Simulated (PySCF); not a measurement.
# Predicted spectroscopic data

Computed data (PySCF 2.14): geometry: GFN2-xTB, PBE0/pcSseg-1 with gauge-including orbitals. Non-relativistic Hamiltonian, gas phase, one averaged value for each set of equivalent atoms, single conformer.

Chemical shifts δ = σref − σ; TMS for ¹H (σ = 31.72 ppm) and ¹³C (σ = 186.93 ppm), all at this level. Splittings of carbon signals by F and P are missing where no couplings were computed. Where no couplings were computed, multiplicities follow the n + 1 count of equivalent neighbours, and m marks all less simple cases (inequivalent or close neighbours, rings, F or P nearby). Shifts are as computed. Against solution values, carbons near 30 ppm lie about +3 ppm off and those near 130 ppm about +5 ppm. Of 1211 compounds with measured shifts, 218 miss one by over three times the rms of a fit or turn the order of signals round; such compounds aren't used in these exercises.

Compound 1 (C7H14P2). ¹H NMR (500 MHz, computed): δ 7.92 (m, 1H), 6.21 (m, 1H), 5.75 (m, 1H), 1.67 (m, 2H), 1.50 (m, 6H), 1.23 (t, 3H). ¹³C{¹H} NMR (computed): δ 153.8, 132.0, 59.4, 42.3, 28.8, 13.7. Structure: SMILES C=C/P=P\C(C)(C)CC.

Compound 2 (C2H13NSi3). ¹H NMR (500 MHz, computed): δ 5.14 (sept, 1H), 4.74 (s, 6H), 0.30 (d, 6H). ¹³C{¹H} NMR (computed): δ -0.7 (CH3). Structure: SMILES [SiH](C)(C)N([SiH3])[SiH3].

Compound 3 (C4H9ClP2Si). ¹H NMR (500 MHz, computed): δ 2.14 (m, 2H), 1.97 (s, 3H), 1.60 (m, 4H). ¹³C{¹H} NMR (computed): δ 85.8, 79.9, 19.2, 4.8. Structure: `CC#CC[Si](P)(P)Cl`.
